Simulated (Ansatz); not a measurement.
```yaml
atoms:
  - { symbol: C, position_ang: [-0.0249, -0.2919, -1.3019] }
  - { symbol: C, position_ang: [-0.0103, 0.6155, 0.0442] }
  - { symbol: C, position_ang: [-0.0160, -0.2706, 1.2770] }
  - { symbol: H, position_ang: [0.0367, 0.4230, -2.1812] }
  - { symbol: H, position_ang: [0.8821, -0.9735, -1.3962] }
  - { symbol: H, position_ang: [-0.8527, -0.9668, -1.3024] }
  - { symbol: H, position_ang: [-0.8623, 1.2620, -0.0817] }
  - { symbol: H, position_ang: [0.9487, 1.1758, 0.0300] }
  - { symbol: H, position_ang: [0.0123, 0.4135, 2.2102] }
  - { symbol: H, position_ang: [-0.9604, -0.8750, 1.2695] }
  - { symbol: H, position_ang: [0.8715, -0.8322, 1.3034] }
```

Basis set: 6-31G (spherical functions). Left uncorrelated: 3 orbitals. Charge 0, multiplicity 1.

Computed with Ansatz (development build ahead of 0.2.0); each method stands on the lowest determinant of its kind that the runs found. Restricted open shells among the atoms or ions are ROHF, correlated in semicanonical orbitals with singles.

(1) Give the atomization energy at this shape (free ground-state atoms in the same class of orbitals less the molecule, no zero-point energy) of singlet C₃H₈ by RHF-MP2, RHF.

Results:

(1)

| method | atomization energy |
| --- | --- |
| RHF-MP2 | 37.85 eV |
| RHF | 32.11 eV |

Caution: the shape is not the minimum.

This basis has no polarisation functions and is too small for such energies, which can lie far from measured ones in either direction.
